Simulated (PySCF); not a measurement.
**Electron correlation in Si (silicon, neutral)**

[Ne] 3s2 3p2, high-spin 3P determinant. All numbers are calculated (PySCF 2.14, the non-relativistic Hamiltonian (point nucleus), in 6-31G* (4s3p1d, 18 functions)). Frozen: [Ne]; 4 electrons correlated.

MP2 pair energies summed by pair of shells (mhartree):

| pair | energy | share (%) |
| --- | --- | --- |
| 3s-3p | -22.51 | 56.5 |
| 3s-3s | -14.14 | 35.5 |
| 3p-3p | -3.19 | 8.0 |

Total MP2 correlation energy: -39.84 mhartree.

Same-spin part -5.84 and opposite-spin part -34.00 mhartree; SCS-MP2 scales them by 1/3 and 6/5 to -42.75 mhartree.

```csv
level,correlation energy (mhartree)
CCSD,-56.14
(T),-0.83
CCSD(T),-56.97
```

Diagnostics: T1 = 0.0098, D1 = 0.0198, largest double amplitude 0.105.

Cost of the coupled-cluster step: 0.1 s of wall time on 1 thread of Neoverse-V1 (shared host), for 4 correlated electrons.
